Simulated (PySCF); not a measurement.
# A survey of 17O NMR shifts

No solvent model, equivalent nuclei averaged, non-relativistic Hamiltonian, single conformer. Shieldings: GIAO PBE0/pcSseg-1; structure optimised with GFN2-xTB; PySCF.

Shieldings were converted by a linear fit to measured shifts: 17O (scatter 10.7 ppm rms, 12.2 ppm with the 3 outliers that the fit left out vs liquid water, solution or neat liquid). A few per cent of atoms miss by over 2 rms, more outside the fitted compound classes.

Question: Give the 17O shifts of `CCOC[Si@H](P)CC`, `CC(C)[S@](C)=O`, `CO[Si](OC)(OC)OC`, `O=C1C=C[C@H](OC(F)(F)F)CC1`.

Answer: 
```json
{"compound": "CCOC[Si@H](P)CC", "environment": "ether oxygen", "δ (ppm)": "2.0"}
{"compound": "CC(C)[S@](C)=O", "environment": "S=O oxygen", "δ (ppm)": "11.3"}
{"compound": "CO[Si](OC)(OC)OC", "environment": "oxygen bonded to C, Si (×4)", "δ (ppm)": "-24.0"}
{"compound": "[O:1]=[C:2]1[CH:3]=[CH:4][C@H:5]([O:6][C:7]([F:8])([F:9])[F:10])[CH2:11][CH2:12]1", "environment": "O1: ketone oxygen", "δ (ppm)": "588.3"}
{"compound": "[O:1]=[C:2]1[CH:3]=[CH:4][C@H:5]([O:6][C:7]([F:8])([F:9])[F:10])[CH2:11][CH2:12]1", "environment": "O6: ether oxygen", "δ (ppm)": "83.0"}
```

Question: Order these by 17O shift, lowest first.
A. COC[Si@@H](P)C(C)C
B. N[SiH2][SiH2]NC=O
C. CCC[Si@H](P)OCC

Answer: A (-34.7 ppm, ether oxygen), C (0.7 ppm, oxygen bonded to C, Si), B (334.2 ppm, amide-type carbonyl oxygen).

In solution the two oxygens of a carboxylic acid give one averaged line by proton exchange, and hydrogen bonding shields acid and N–H amide carbonyl oxygens by tens of ppm; neither is in these numbers.
